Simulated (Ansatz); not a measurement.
`FC[BH][SnH3]` and `FBCF` differ in one atom or group.

Ansatz, PBE0-D4/def2-TZVP geometries, multiplicity 1. Each molecule was computed in one conformer, which needn't be the lowest.

Elements past krypton have def2 core potentials.

```csv
property,`FC[BH][SnH3]`
HOMO energy (PBE/def2-TZVPP) / eV,-6.82
LUMO energy (B3LYP/def2-TZVPP) / eV,-2.47
HOMO energy (ωB97M-V/def2-TZVPP) / eV,-10.09
HOMO–LUMO gap (PBE0/def2-TZVPP) / eV,5.70
LUMO energy (PBE/def2-TZVPP) / eV,-3.21
HOMO–LUMO gap (ωB97M-V/def2-TZVPP) / eV,9.77
```

Q: Give the same properties after the change, and the shifts. (Estimate.)

A: Computed: 
| property | `FBCF` | shift |
| --- | --- | --- |
| HOMO energy (PBE/def2-TZVPP) / eV | -7.30 | -0.48 |
| LUMO energy (B3LYP/def2-TZVPP) / eV | -1.13 | 1.34 |
| HOMO energy (ωB97M-V/def2-TZVPP) / eV | -11.34 | -1.25 |
| HOMO–LUMO gap (PBE0/def2-TZVPP) / eV | 8.11 | 2.41 |
| LUMO energy (PBE/def2-TZVPP) / eV | -1.88 | 1.33 |
| HOMO–LUMO gap (ωB97M-V/def2-TZVPP) / eV | 12.48 | 2.71 |

With PBE0 the HOMO falls by 0.99 eV and the LUMO rises by 1.42 eV, so the gap widens by about 2.41 eV. PBE moves the HOMO by -0.48 eV and ωB97M-V by -1.25 eV.

B3LYP here is the variant with VWN-RPA as its local correlation; programs differ in this.
